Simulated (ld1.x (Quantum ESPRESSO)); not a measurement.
Which change was made? (Re, TM)

| Item | Value |
| --- | --- |
| Element | Re |
| Generator | ld1.x (Quantum ESPRESSO) 7.5 |
| Type | norm-conserving Troullier–Martins (Kleinman–Bylander form) |
| Functional | PBEsol |
| Relativity | scalar-relativistic |
| Frozen core | [Kr] 4d10 4f14 5s2 |
| Valence charge | 13 |
| Reference configuration | 5p6 5d5 6s2 6p0 |
| Partial waves | 6s (bound): rc 2.40 bohr; 5p (bound): rc 1.75 bohr; 5d (bound): rc 2.60 bohr |
| Local potential | all-electron potential smoothed inside 1.90 bohr (lloc = -2) |
| Core correction | Bessel-smoothed model core inside 1.00 bohr |

Cutoffs, loose and tight: the cutoffs (Ry, on a coarse ladder) from which the occupation-weighted sum of valence levels, in a spherical-Bessel basis at the reference potential, stays within 10 and 1 mRy of its value at 400 Ry. They do not see the model core or the augmentation charge, which bear on the density cutoff. Test errors are all-electron minus pseudo excitation energies from the reference, over the configurations 5p6 5d5 6s1 6p0; 5p6 5d5 6s0 6p0; 5p6 5d4 6s0 6p0; 5p5 5d5 6s2 6p0; 5p6 5d5 6s0 6p1; 5p6 5d5 6s1 6p1; 5p6 5d5 6s0 6p2; variants that change the core or the reference have their own tests. The largest error is taken over the tests solved by every variant that gives reliable tests at all, those not shown here included: 5p6 5d4 6s0 6p0; 5p6 5d5 6s0 6p0; 5p6 5d5 6s0 6p1; 5p6 5d5 6s0 6p2; 5p6 5d5 6s1 6p0; 5p6 5d5 6s1 6p1.

The base gives: outcome: generated; cutoff, loose: 45 Ry; cutoff, tight: 55 Ry; bound ghosts: s; largest test error (meV): -77.

Task: After one change the result is: outcome: generated; cutoff, loose: 45 Ry; cutoff, tight: 55 Ry; bound ghosts: none; largest test error (meV): -816. Which change was it?
A. local potential all-electron potential smoothed inside 1.36 bohr (lloc = -2)
B. local potential all-electron potential smoothed inside 2.58 bohr (lloc = -2)
C. local potential all-electron potential smoothed inside 2.30 bohr (lloc = -2)

Result: B. The others give: local potential all-electron potential smoothed inside 2.30 bohr (lloc = -2) → outcome: generated; cutoff, loose: 45 Ry; cutoff, tight: 55 Ry; bound ghosts: none; largest test error (meV): -465 | local potential all-electron potential smoothed inside 1.36 bohr (lloc = -2) → outcome: generated; cutoff, loose: 45 Ry; cutoff, tight: 55 Ry; bound ghosts: s; largest test error (meV): +44.
